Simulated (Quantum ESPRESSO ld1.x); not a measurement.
All-electron atom: Nb III in [Kr] 4d3. All-electron calculation, scalar-relativistic Kohn-Sham, LDA (Slater exchange, VWN5 correlation), spin-polarised, spherical densities, point nucleus; open shells are filled with parallel spins first. Program: ld1.x of Quantum ESPRESSO 7.5.

Normalised radial functions P(r) = r R(r), r in bohr:

r          3d up    4p up  4d down
0.001841  0.0000   0.0013   0.0000
0.002416  0.0000   0.0021   0.0000
0.003171  0.0001   0.0035   0.0000
0.004163  0.0001   0.0057   0.0000
0.005464  0.0003   0.0093   0.0001
0.007172  0.0006   0.0150   0.0002
0.009414  0.0012   0.0242   0.0003
0.01246   0.0026   0.0390   0.0007
0.01635   0.0056   0.0609   0.0016
0.02146   0.0117   0.0929   0.0033
0.02817   0.0241   0.1372   0.0068
0.03697   0.0482   0.1937   0.0136
0.04853   0.0937   0.2570   0.0264
0.0637    0.1748   0.3120   0.0492
0.08361   0.3103   0.3306   0.0869
0.1097    0.5171   0.2755   0.1438
0.1441    0.7974   0.1167   0.2186
0.1891    1.1184  -0.1354   0.2983
0.2482    1.3994  -0.3970   0.3523
0.3258    1.5296  -0.5190   0.3369
0.4276    1.4289  -0.3674   0.2147
0.5613    1.1133   0.0604  -0.0189
0.7367    0.6999   0.5860  -0.3177
0.9748    0.3307   0.9475  -0.5990
1.279     0.1151   0.9557  -0.7516
1.679     0.0268   0.6908  -0.7442
2.204     0.0037   0.3614  -0.6051
2.893     0.0003   0.1311  -0.4028
3.798     0.0000   0.0303  -0.2107
4.985     0.0000   0.0039  -0.0801
6.543     0.0000   0.0002  -0.0198

3d up: eigenvalue -214.35 eV, 0 radial nodes, <r> = 0.433 bohr, 90 % of the charge inside 0.696 bohr. 4p up: eigenvalue -52.728 eV, 2 radial nodes at r = 0.165, 0.544 bohr, <r> = 1.29 bohr, 90 % of the charge inside 1.92 bohr. 4d down (empty): eigenvalue -18.113 eV, 1 radial node at r = 0.551 bohr, <r> = 1.87 bohr, 90 % of the charge inside 2.96 bohr.
